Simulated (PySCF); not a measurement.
Compound: InF3.
Cartesian coordinates in Å at the PBE0-D3(BJ)/def2-SVP level; atoms count from 1:
```
atom  x, y, z in Å
F1    -1.3483   -1.3918   -0.0037
In2    0.0059   -0.0108   -0.0069
F3     1.8834   -0.4788   -0.0100
F4    -0.5031    1.8561   -0.0117
```

Method: PySCF, PBE0-D3(BJ)/def2-SVP geometry optimisation, gas phase, def2 core potentials past Kr.

(1) Which atoms are bound to In2, and at what distances?

(2) List the angles at In2.

(3) What is the shape at In2?

Results:

(1) 3 atoms: F1 1.934 Å, F3 1.935 Å, F4 1.935 Å.

(2) 
```csv
angle,degrees,distance of the outer atoms (Å)
F1–In2–F3,120.4,3.36
F1–In2–F4,120.3,3.36
F3–In2–F4,119.3,3.34
```

(3) Planar: angles 120.4°, 120.3° and 119.3°, sum 360.0°, 0.00 Å off the plane of its three neighbours.

Point group: D3h (every atom within 0.08 Å of its image). Charge 0, singlet. PBE0-D3(BJ)/def2-SVP frequencies: not computed here.
